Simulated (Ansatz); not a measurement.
Reaction (atomization): `[CH3][Zn][S][SiH3]` → C• + 6 H• + S• + Si• + Zn (atom)

Isolated molecules relaxed with PBE0-D4/def2-TZVP in Ansatz; ΔE leaves out vibrations. CBS: MP2 limit from def2 TZ/QZ plus the TZ coupled-cluster correction, frozen cores. This one scheme is used for every species, atoms too. For atomizations the MP2-based limit and the directly extrapolated one differ by several kJ/mol either way, and by 10 to 25 for some Ge, Se and Sn compounds, so smaller differences from it don't rank the levels. Functionals use def2-TZVPP. HSE06 is defined as in plane-wave codes. No spin–orbit coupling; open shells (•) take unrestricted orbitals. Spin–orbit coupling would lower the free atoms: a little for C, S, Si. Bonds to Zn are less sure, by a few kJ/mol each and by 10 to 20 or more in all where they break to atoms, as the def2 sets lack core-valence functions. Scalar relativity is left out up to krypton. One conformer a species, not always the lowest.

| level | ΔE (eV) |
| --- | --- |
| PBE-D4 | 31.53 |
| HSE06-D4 | 31.43 |
| r2SCANh | 31.59 |
| HF/CBS(def2) | 23.76 |

Question: What does CCSD(T)/CBS give? (An estimate is asked.)

Answer: Ansatz gave: +31.57 eV. The listed levels differ from it by -0.04, -0.14, 0.02, -7.81 eV.

Largest T1 diagnostic among the species: 0.017.

From PBE to PBE0 (25 % exact exchange), in def2-TZVPP and without D4, ΔE moves by −0.09 eV: exact exchange takes away binding that semilocal exchange gives to molecules. In def2-TZVPP, CCSD(T) changes the Hartree–Fock value by +7.05 eV (the triples alone add +0.39 eV) and MP2 by +7.30 eV; breaking electron pairs costs correlation energy, which Hartree–Fock lacks.
